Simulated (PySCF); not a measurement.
A GIAO shielding run with PySCF 2.14 (density fitting, non-relativistic, gas phase) on `CC(C)N[Si@@](C)(N)O[SiH3]`, C4H16N2OSi2:

```
$ OMP_NUM_THREADS=1 python probes_run.py task.json out

{"job": {"kind": "nmr", "xc": "PBE0", "basis": "pcSseg-1"}, "charge": 0, "multiplicity": 1}
C     -2.780922     0.747325    -0.300742
C     -1.316033     0.798231     0.134045
C     -1.156942     1.671827     1.380883
N     -0.825804    -0.544072     0.351011
Si     0.782829    -1.072465     0.063503
C      2.161004    -0.508415     1.245713
N      0.673566    -2.791674     0.163752
O      1.165802    -0.517273    -1.427144
Si     1.699531     0.314668    -2.696152
H     -3.392233     0.322666     0.493508
H     -3.146890     1.745940    -0.525283
H     -2.882847     0.127568    -1.187252
H     -0.716220     1.221489    -0.676842
H     -0.115064     1.693971     1.688959
H     -1.750189     1.267101     2.198838
H     -1.488639     2.687588     1.180877
H     -1.338300    -1.015393     1.080624
H      1.951666    -0.809550     2.266934
H      2.274285     0.571634     1.232875
H      3.119906    -0.934914     0.968201
H      1.531280    -3.316673     0.172734
H      0.001846    -3.253013    -0.427687
H      0.992103     1.597131    -2.748517
H      1.406323    -0.512471    -3.866383
H      3.139007     0.532919    -2.531895
```

Hardware: 1 thread of an Arm Neoverse V1, shared host. The job also computes population analyses, field gradients.

(1) How large is the calculation?

(2) How long does it take, and how much memory does it need?

Results:

(1) 90 electrons, 247 basis functions and 1319 auxiliary functions.

(2) 86 s of wall time, with 14 SCF cycles and 4 response iterations; peak memory 1.2 GiB. Times on a shared host scatter by some tens of per cent.
